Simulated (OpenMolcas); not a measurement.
## Co3+: CASPT2 settings compared

```yaml
Program: OpenMolcas 26.06
Basis: ANO-RCC-VTZP [6s5p3d2f1g]
Scalar_Hamiltonian: DKH2, point nucleus
Active_space: 6 electrons in 5 orbitals (3d)
State_averaging: 2S+1 = 5 even, 5 roots; 2S+1 = 3 even, 35 roots; 2S+1 = 1 even, 23 roots
Spin-orbit_coupling: RASSI with atomic mean-field integrals over the reference wave functions, term energies averaged over their components
```

Methods on the same reference wave functions:
A. CASSCF
B. SS-CASPT2, IPEA 0.4 Eh, imaginary shift 0.05 Eh (closed shells correlated: 3s 3p)
C. SS-CASPT2, IPEA 0.4 Eh, imaginary shift 0.4 Eh (closed shells correlated: none)
D. SS-CASPT2, IPEA 0.15 Eh, imaginary shift 0.4 Eh (closed shells correlated: 3s 3p)

Energies in cm⁻¹ above 3d⁶ ⁵D₄, the measured ground level; measured values from Sugar and Corliss, J. Phys. Chem. Ref. Data 10, 1097 (1981).

```
  Level      A      B      C      D  Measured
3d⁶ ⁵D₄    0.0    0.0    0.0    0.0       0.0
3d⁶ ⁵D₃    652    655    653    656       639
3d⁶ ⁵D₂   1112   1111   1112   1111      1078
3d⁶ ⁵D₁   1410   1405   1408   1404          
3d⁶ ⁵D₀   1556   1549   1553   1548      1494
3d⁶ ³H₆  25830  24360  25660  23940     23680
3d⁶ ³H₅  26162  24670  25970  24250     24032
3d⁶ ³H₄  26405  24880  26190  24460     24272
3d⁶ ³P₂  28193  23480  25850  22800     22883
3d⁶ ³F₄  29556  26130  27820  25500     25396
3d⁶ ³F₃  29921  26460  28160  25820     25736
3d⁶ ³P₁  30085  25380  27750  24700     24729
3d⁶ ³F₂  30253  26760  28480  26120     25969
3d⁶ ³P₀  30862  26150  28500  25470     25449
3d⁶ ³G₅  32640  29790  31250  29340     29022
3d⁶ ³G₄  33281  30400  31870  29940     29592
3d⁶ ³G₃  33543  30650  32120  30190     29868
3d⁶ ¹I₆  38923  36910  38720  36710     35943
```

Deviations, from unrounded energies. A percentage is the sum of absolute deviations over the sum of measured energies, with the sign that they share, or ± where signs differ.

```csv
Against measurement,Levels,A,B,C,D
mean absolute deviation (cm-1),16,3100,600,2000,190
fine structure of the ground term (%),3,+3.4,+3.3,+3.4,+3.3
other terms of the ground configuration (%),13,+14.2,+2.7,+9.2,±0.8
```

D lies closest to measurement on these levels and A furthest from it. The largest miss of D in the table is 3d⁶ ¹I₆, by +770 cm-1. The ranking rests on the paired levels alone, and a cruder setting can come out closer through cancelling errors.

Among B to D the level of the table that moves most is 3d⁶ ³P₂, by 3100 cm-1 (lowest in D, highest in C). Moves below CASPT2's spread within the term are not significant.

From A to B the spin-free energies of the other terms of 3d⁶ shown, above ⁵D, scale by factors of 0.83 to 0.95, as is usual when dynamic correlation screens the repulsion within a d or f shell.

The lowest spin-free term lies below A's lowest term by 0.401 hartree in B, 0.116 hartree in C, 0.408 hartree in D.

CASPT2 does not keep the components of a term degenerate, so their means are used; among the terms shown or strongly mixed into the levels shown the widest spread is 340 cm-1 (3d⁶ ¹I, D). Without dynamic correlation excited terms often stand tens of per cent too high (terms of higher spin than the ground term too low), and those without a measured partner can miss by more than the paired ones (holds for A). Some levels mix across a computed gap that differs much from the measured one, so their mixing is not that of the real levels (holds for C). Measured partners are found by configuration, term and J. A level has none where our copy of the source lacks it or the pairing is in doubt (some pairs that miss far off the trend of their configuration count as doubtful), and it then counts in no deviation. Levels of configurations outside the active space are missing. The table leaves out levels that lie high or whose names do not pair safely across all columns.
